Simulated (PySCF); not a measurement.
**Calculated properties of `C=C(C#N)C(C)C`**

C₆H₉N.
SMILES with atom numbers: `[CH2:1]=[C:2]([C:3]#[N:4])[CH:5]([CH3:6])[CH3:7]` (hydrogens: H8, H9 on C1; H10 on C5; H11, H12, H13 on C6; H14, H15, H16 on C7)

Among its groups: nitrile and C=C double bond.

GFN2-xTB geometry:

* Point group of the GFN2-xTB geometry: Cs
* Rotational constants A, B, C of the GFN2-xTB geometry: 3.250, 2.233, 1.846 GHz

**PBE0/pcSseg-1 ground state and GIAO shieldings, non-relativistic (PySCF)**

- Dipole moment: 3.94 D
- HOMO energy: -8.03 eV
- LUMO energy: -1.31 eV
- HOMO–LUMO gap: 6.72 eV
- Lowest Hirshfeld atomic charge: -0.22 e on N4
- Highest Hirshfeld atomic charge: +0.09 e on C3
- 13C chemical shifts (computed TMS as zero) by class: 139.4 (C2), 136.1 (C1), 122.5 (C3), 41.2 (C5), 24.0 (C6/C7) ppm
- 1H chemical shifts (computed TMS as zero) by class: 6.09 (H9), 6.07 (H8), 2.38 (H10), 1.24 (H11/H12/H13/H14/H15/H16) ppm
- Isotropic shieldings of nuclei other than C and H, by class: -53 (N4) ppm
- Mayer bond orders between heavy atoms: C1–C2 1.95, C2–C3 1.00, C3–N4 3.01, C2–C5 0.98, C5–C6 1.02, C5–C7 1.02

Monoisotopic mass (most abundant isotopes): 95.0735 u.

In atomic units the dipole is 1.55 e·bohr (1 au = 2.5417 D). The rotational constants make it an asymmetric top with κ = (2B − A − C)/(A − C) = -0.45, nearer the prolate limit (−1). A dipole of 3.94 D is allowed in Cs, and pure rotational transitions are dipole-allowed. With B = h/(8π²I), that is 505.379 GHz u Å² over I, the principal moments of inertia are 155.5, 226.3 and 273.8 u Å² (most abundant isotopes); the inertial defect Ic − Ia − Ib is -108.0 u Å² (zero for a rigid planar frame, negative otherwise).

The structure is a single GFN2-xTB conformer in the gas phase; no vibrational or solvent corrections. NMR classes are plain means over equivalent atoms (diastereotopic ones count apart unless rotation or inversion swaps them), as if these changed places fast; in this geometry the members of some classes differ.

Shape of the structure used: `[CH2:1]=[C:2]([C:3]#[N:4])[CH:5]([CH3:6])[CH3:7]`: C1–C2–C5–C6 -119°.
